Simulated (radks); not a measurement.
Results of a calculation; reference values are marked as such.
Species: Ir14+. Configuration: [Kr] 4d10 4f14 5s2 5p1. Code: a radial shooting solver on a logarithmic mesh with Libxc functionals. Model: scalar-relativistic Kohn-Sham, LDA (Slater exchange, Perdew-Wang correlation), spin-polarised, spherical densities, finite nucleus; open shells are filled with parallel spins first (spin-orbit coupling, left out, can overturn this in heavy ions); Fermi nuclear charge, rms radius 5.4032 fm.

Radial electron density D(r) = 4 pi r^2 rho(r):

| r (bohr) | D(r) (e/bohr) | spin D(r) |
|---|---|---|
| 0.0006522 | 4.775 | -0.0000219 |
| 0.0007472 | 5.897 | -0.0000264 |
| 0.0008561 | 7.267 | -0.0000317 |
| 0.000973 | 8.824 | -0.0000371 |
| 0.001115 | 10.81 | -0.0000433 |
| 0.001277 | 13.21 | -0.0000495 |
| 0.001463 | 16.08 | -0.0000548 |
| 0.001663 | 19.26 | -0.0000578 |
| 0.001905 | 23.24 | -0.0000565 |
| 0.002183 | 27.87 | -0.0000469 |
| 0.002501 | 33.22 | -0.0000228 |
| 0.002865 | 39.32 | 0.0000254 |
| 0.003256 | 45.72 | 0.000106 |
| 0.003731 | 53.19 | 0.000251 |
| 0.004274 | 61.22 | 0.000491 |
| 0.004897 | 69.62 | 0.000875 |
| 0.005566 | 77.59 | 0.00144 |
| 0.006377 | 85.78 | 0.00234 |
| 0.007306 | 93.20 | 0.00372 |
| 0.00837 | 99.35 | 0.00576 |
| 0.009589 | 103.7 | 0.00874 |
| 0.0109 | 105.9 | 0.0127 |
| 0.01249 | 105.9 | 0.0185 |
| 0.01431 | 103.8 | 0.0264 |
| 0.01639 | 100.3 | 0.0366 |
| 0.01863 | 96.78 | 0.0486 |
| 0.02134 | 94.23 | 0.0635 |
| 0.02445 | 94.55 | 0.0798 |
| 0.02801 | 98.96 | 0.0955 |
| 0.03209 | 107.7 | 0.108 |
| 0.03648 | 118.8 | 0.112 |
| 0.04179 | 131.1 | 0.106 |
| 0.04788 | 140.3 | 0.0860 |
| 0.05485 | 143.1 | 0.0548 |
| 0.06234 | 138.7 | 0.0224 |
| 0.07142 | 128.4 | -0.00121 |
| 0.08183 | 117.0 | 0.00304 |
| 0.09375 | 110.8 | 0.0454 |
| 0.1074 | 113.1 | 0.118 |
| 0.1221 | 121.6 | 0.185 |
| 0.1399 | 130.3 | 0.212 |
| 0.1602 | 130.3 | 0.164 |
| 0.1836 | 117.6 | 0.0608 |
| 0.2086 | 98.03 | -0.0184 |
| 0.239 | 79.03 | 0.00317 |
| 0.2739 | 70.78 | 0.157 |
| 0.3138 | 74.14 | 0.349 |
| 0.3595 | 81.36 | 0.420 |
| 0.4086 | 82.98 | 0.299 |
| 0.4681 | 74.92 | 0.0696 |
| 0.5363 | 59.30 | -0.0258 |
| 0.6144 | 42.05 | 0.207 |
| 0.6983 | 28.48 | 0.698 |
| 0.8 | 18.20 | 1.25 |
| 0.9166 | 11.32 | 1.52 |
| 1.05 | 6.612 | 1.39 |
| 1.203 | 3.402 | 0.965 |
| 1.367 | 1.535 | 0.537 |
| 1.567 | 0.5236 | 0.219 |
| 1.795 | 0.1352 | 0.0658 |
| 2.056 | 0.02536 | 0.0141 |
| 2.337 | 0.003774 | 0.00235 |
| 2.677 | 0.0003359 | 0.000233 |

D(r) has 4 maxima, at r = 0.0117, 0.0540, 0.150, 0.393 bohr, and minima at 0.0226, 0.0968, 0.278 bohr, inside which lie 1.89, 11.05, 30.04 electrons.
